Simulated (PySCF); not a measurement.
Compound: C₄H₁₁NSi.
Z-matrix (Å and degrees, GFN2-xTB geometry), rows numbered from 1:
```
C 
C   1  1.4930
N   2  1.2487  1  128.08
Si  3  1.7202  2  137.62  1     0.06
C   4  1.8980  3  104.33  2  -121.70
C   4  1.8982  3  104.37  2   121.33
H   1  1.0891  2  109.43  3   120.76
H   1  1.0855  2  110.78  3    -0.34
H   1  1.0890  2  109.50  3  -121.53
H   2  1.0940  1  114.50  3  -179.92
H   4  1.4797  3  119.35  2    -0.19
H   5  1.0853  4  111.49  3    69.19
H   5  1.0851  4  111.08  3   -50.90
H   5  1.0851  4  110.84  3  -170.83
H   6  1.0854  4  111.50  3   -69.14
H   6  1.0851  4  111.07  3    50.97
H   6  1.0851  4  110.82  3   170.84
```

Theory: TDDFT wB97X-D/def2-SVPD, vertical, gas phase, core orbitals frozen in the response (PySCF).

Orbital energies (eV): HOMO-3 -11.46, HOMO-2 -10.65, HOMO-1 -9.99, HOMO -8.53, LUMO 1.47, LUMO+1 2.34, LUMO+2 2.75.

Computed singlets:

| state | E (eV) | f |
| --- | --- | --- |
| S1 | 4.28 | 0.0008 |
| S2 | 6.77 | 0.014 |
| S3 | 7.40 | 0.011 |
| S4 | 7.44 | 0.151 |
| S5 | 7.55 | 0.394 |
| S6 | 7.69 | 0.069 |
| S7 | 7.88 | 0.024 |
| S8 | 8.03 | 0.107 |

Question: Assign a leading configuration to S1, S2, S4 and S7 and set E beside the orbital difference Δε.

Answer: 

```csv
state,leading configuration,weight,Δε (eV),E (eV),E − Δε (eV),f,other configurations
S1,HOMO→LUMO,0.96,10.00,4.28,-5.72,0.0008,–
S2,HOMO→LUMO+1,0.78,10.87,6.77,-4.10,0.014,–
S4,HOMO-1→LUMO,0.75,11.47,7.44,-4.02,0.151,H→L+5 (11%)
S7,HOMO-2→LUMO,0.92,12.12,7.88,-4.25,0.024,–
```

E − Δε runs from -5.72 to -4.02 eV. Among themselves, these states come in the order of their orbital differences.

H and L stand for HOMO and LUMO. The other states: S3 7.40 eV, f 0.011, H→L+3 (82%), H→L+7 (9%); S5 7.55 eV, f 0.394, H→L+2 (33%), H→L+4 (22%), H-1→L (19%); S6 7.69 eV, f 0.069, H→L+4 (62%), H→L+1 (14%); S8 8.03 eV, f 0.107, H→L+5 (49%), H→L+2 (40%).

Question: Which computed triplets share their leading configuration (75% or more) with a singlet, and how far apart are the partners?

Answer: 

```
configuration  triplet  E(T) (eV)  singlet  E(S) (eV)  E(S) − E(T) (eV)
    HOMO→LUMO       T1       3.77       S1       4.28             +0.51
```

The 3 triplets are Tamm–Dancoff values, the singlets full response.

Summed over the main configurations (up to three a state, each over 8%) of all 8 singlets, the electron leaves HOMO with weight 4.97, HOMO-1 with weight 0.94 and HOMO-2 with weight 0.92.

The run took 58 s wall on an Arm Neoverse V1 with one thread, shared host with 32 logical CPUs at a one-minute load of 29, and the process peaked at 0.88 GiB of memory.

One conformer stands for the species.
